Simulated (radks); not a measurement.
Values are calculated unless marked as measured or tabulated.
Ionisation of Ru+, [Kr] 4d7, to Ru2+, [Kr] 4d6, under several functionals. Dirac Kohn-Sham, spin-unpolarised, spherical densities, point nucleus; open shells fill j = l - 1/2 first; a radial shooting solver on a logarithmic mesh with Libxc functionals.

| functional | E(Ru+) (hartree) | Exc (hartree) | IE (eV) | -e(HOMO) (eV) | <r> HOMO (bohr) | IE error (eV) |
|---|---|---|---|---|---|---|
| revPBE | -4531.50047 | -133.72765 | 17.903 | 12.275 | 1.651 | +1.143 |
| LDA (Slater exchange, Perdew-Wang correlation) | -4526.79955 | -128.94654 | 18.237 | 12.620 | 1.656 | +1.477 |
| SOGGA | -4528.64347 | -130.82701 | 17.876 | 12.255 | 1.652 | +1.116 |
| OLYP | -4533.12804 | -135.46602 | 17.919 | 12.241 | 1.642 | +1.159 |
| LDA (Slater exchange, Perdew-Zunger correlation) | -4526.79786 | -128.94435 | 18.237 | 12.622 | 1.656 | +1.477 |
| Wu-Cohen GGA | -4530.63136 | -132.84251 | 17.989 | 12.366 | 1.651 | +1.229 |

NIST Atomic Spectra Database: 16.8 eV (semi-empirical). Closest: SOGGA. The Delta-SCF values span 0.36 eV, the total energies 6.33 hartree. The highest occupied level is 4d5/2. Spin polarisation and multiplet splitting are left out, so open shells lie too high by an amount that depends on their filling.

Beside tabulated values, note that spin-unpolarised runs miss the spin-polarisation part of the exchange energy of open shells.
